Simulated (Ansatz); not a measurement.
Geometry optimisation, RKS B3LYP-D4/STO-3G (Ansatz 0.2.0).

Input:

```yaml
crystal:
  periodic: [false, false, false]
  atoms:
    - { symbol: Al, position_ang: [-0.7411, 1.9553, -0.9279] }
    - { symbol: Si, position_ang: [0.3907, -0.0008, -0.5352] }
    - { symbol: Si, position_ang: [1.4025, 0.156, 1.4197] }
    - { symbol: Si, position_ang: [-0.9691, -1.6927, -0.4762] }
    - { symbol: H, position_ang: [-1.6435, 2.1548, -2.2955] }
    - { symbol: H, position_ang: [-0.7414, 3.1986, 0.131] }
    - { symbol: H, position_ang: [0.53158, 1.08911, -0.88772] }
    - { symbol: H, position_ang: [2.2041, -1.0772, 1.6894] }
    - { symbol: H, position_ang: [0.4421, 0.3913, 2.5335] }
    - { symbol: H, position_ang: [2.3788, 1.2848, 1.4243] }
    - { symbol: H, position_ang: [-1.75, -1.8001, -1.7425] }
    - { symbol: H, position_ang: [-2.0025, -1.4638, 0.6168] }
    - { symbol: H, position_ang: [-0.3579, -2.923, -0.2249] }
basis:
  gaussian: { orbitals: STO-3G }
hamiltonian:
  xc: b3lyp
  dispersion: d4
relax:
  f_tol: 0.02
  max_steps: 50
output:
  orbitals: {}
```

Launched with:

```bash
$ ansatz run input.yaml --threads 1 --pin off --max-ram 2048MiB --backend cpu --events-out ev --progress --plain --runs-dir out
```

Problem. Where does it end, and by what steps?

Solution. The forces met the threshold. The force dipped under the threshold on the way, but the program's further checks kept it going. Limits of this set-up: minimal basis. After 23 steps the energy has fallen by 6.707 eV; H7 moved furthest, 1.39 Å. The start is strongly strained (largest force component 11 eV/Å), so its close contacts needn't be bonds. Parted: Al1–H7.

| step | energy less start (eV) | largest force component (eV/Å) | accepted |
| --- | --- | --- | --- |
| 0 | 0.0000 | 11.359 | yes |
| 1 | -3.0443 | 4.346 | yes |
| 2 | -4.3070 | 2.092 | yes |
| 3 | -5.2100 | 2.216 | yes |
| 4 | -5.7519 | 1.725 | yes |
| 5 | -6.1382 | 1.227 | yes |
| 6 | -6.4193 | 0.803 | yes |
| 7 | -6.6057 | 0.461 | yes |
| 8 | -6.6718 | 0.298 | yes |
| 9 | -6.5804 | 0.729 | no |
| 10 | -6.7014 | 0.025 | yes |
| 11 | -6.7026 | 0.018 | yes |
| 12 | -6.7031 | 0.013 | yes |
| 13 | -6.7034 | 0.029 | yes |
| 14 | -6.7028 | 0.146 | no |
| 15 | -6.7004 | 0.166 | no |
| 16 | -6.7039 | 0.013 | yes |
| 17 | -6.7047 | 0.062 | yes |
| 18 | -6.7049 | 0.072 | yes |
| 19 | -6.7054 | 0.066 | yes |
| 20 | -6.7064 | 0.043 | yes |
| 21 | -6.7062 | 0.203 | no |
| 22 | -6.7007 | 0.095 | no |
| 23 | -6.7070 | 0.011 | yes |

```xyz
13
Properties=species:S:1:pos:R:3
Al -0.970 2.156 -0.811
Si 0.238 0.240 -0.439
Si 1.442 0.244 1.468
Si -1.056 -1.608 -0.467
H -1.506 2.458 -2.183
H -1.255 3.116 0.310
H 1.195 0.043 -1.512
H 2.227 -0.960 1.630
H 0.589 0.352 2.630
H 2.360 1.360 1.516
H -1.744 -1.757 -1.730
H -2.076 -1.552 0.556
H -0.300 -2.820 -0.245
```

The run took 57 s on 1 thread of Arm Neoverse V2, with other jobs on the host, peak memory 0.12 GiB.
